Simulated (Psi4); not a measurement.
Psi4 input (wB97X-D/6-31G*):

```
memory 1500 MB

molecule {
0 2
C    -1.47930400   -0.14178400   -0.19580700
Si    0.37161000   -0.40586400    0.04480300
O     0.95198300    1.14439900    0.13646900
H    -1.94720700   -1.12693000   -0.26708000
H    -1.67520800    0.41265800   -1.11245000
H    -1.90678400    0.39515500    0.64975500
H     0.95096100   -1.13972100   -1.10686000
H     0.63565700   -1.16355200    1.29248500
symmetry c1
no_reorient
no_com
}

set {
  basis 6-31G*
  reference uks
  scf_type pk
  dft_radial_points 99
  dft_spherical_points 590
  e_convergence 1e-8
  d_convergence 1e-7
  maxiter 150
}

e = energy('wb97x-d')
print_out(f'\nFINAL {e:.10f} DIPOLE {variable("CURRENT DIPOLE")[0]:.6f} {variable("CURRENT DIPOLE")[1]:.6f} {variable("CURRENT DIPOLE")[2]:.6f}\n')
```

From the output:

```
              A
    DOCC [    16 ]
    SOCC [     1 ]
    NA   [    17 ]
    NB   [    16 ]

  @UKS Final Energy:  -405.71970948551780

   => Energetics <=

    Nuclear Repulsion Energy =            107.8005696289870343
    One-Electron Energy =                -773.2365334993214674
    Two-Electron Energy =                 285.7691434404722486
    DFT Exchange-Correlation Energy =     -26.0508530163757186
    Empirical Dispersion Energy =          -0.0020360392798659
    VV10 Nonlocal Energy =                  0.0000000000000000
    Total Energy =                       -405.7197094855177966

  UHF NO Occupations:
  HONO-2 :   15  A 1.9994562
  HONO-1 :   16  A 1.9993627
  HONO-0 :   17  A 1.0000000
  LUNO+0 :   18  A 0.0006373
  LUNO+1 :   19  A 0.0005438
  LUNO+2 :   20  A 0.0003175
  LUNO+3 :   21  A 0.0002187

Computation Completed

Properties will be evaluated at   0.000000,   0.000000,   0.000000 [a0]

Properties computed using the SCF density matrix

 Multipole Moments:

 ------------------------------------------------------------------------------------
     Multipole            Electronic (a.u.)      Nuclear  (a.u.)        Total (a.u.)
 ------------------------------------------------------------------------------------

 L = 1.  Multiply by 2.5417464519 to convert [e a0] to [Debye]
 Dipole X            :         -0.3193892           -0.0000019           -0.3193911
 Dipole Y            :         -0.5988649            0.0000038           -0.5988611
 Dipole Z            :         -0.0479238            0.0000038           -0.0479201
 Magnitude           :                                                    0.6803981

 ------------------------------------------------------------------------------------

FINAL -405.7197094855 DIPOLE -0.319391 -0.598861 -0.047920

*** Psi4 exiting successfully. Buy a developer a beer!
```

The geometry given is a B3LYP-D3(BJ)/def2-TZVP minimum.
